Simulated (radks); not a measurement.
Sb36+, 15 electrons, occupied as [Ne] 3s2 3p3. Calculated with a radial shooting solver on a logarithmic mesh with Libxc functionals: non-relativistic Kohn-Sham, LDA (Slater exchange, Perdew-Wang correlation), spin-unpolarised, spherical densities, point nucleus; relativity is left out, which matters for an element this heavy.

Radial electron density D(r) = 4 pi r^2 rho(r):

```
   r/bohr * D(r) (the largest magnitude, 75.1, reaches the edge; | marks zero)
 0.002865 |    *
 0.003642 |       *
 0.004593 |          *
 0.005839 |               *
 0.007423 |                     *
 0.009437 |                            *
   0.0119 |                                   *
  0.01513 |                                          *
  0.01923 |                                             *
  0.02445 |                                             *
  0.03083 |                                          *
   0.0392 |                                       *
  0.04983 |                                        *
  0.06335 |                                               *
  0.07989 |                                                      *
   0.1016 |                                                    *
   0.1291 |                                      *
   0.1641 |                      *
    0.207 |                *
   0.2631 |                *
   0.3345 |             *
   0.4252 |     *
   0.5363 |*
   0.6817 *
   0.8667 *
```

D(r) has 3 maxima, at r = 0.0213, 0.0872, 0.261 bohr, and minima at 0.0421, 0.215 bohr, inside which lie 2.06, 10.60 electrons.
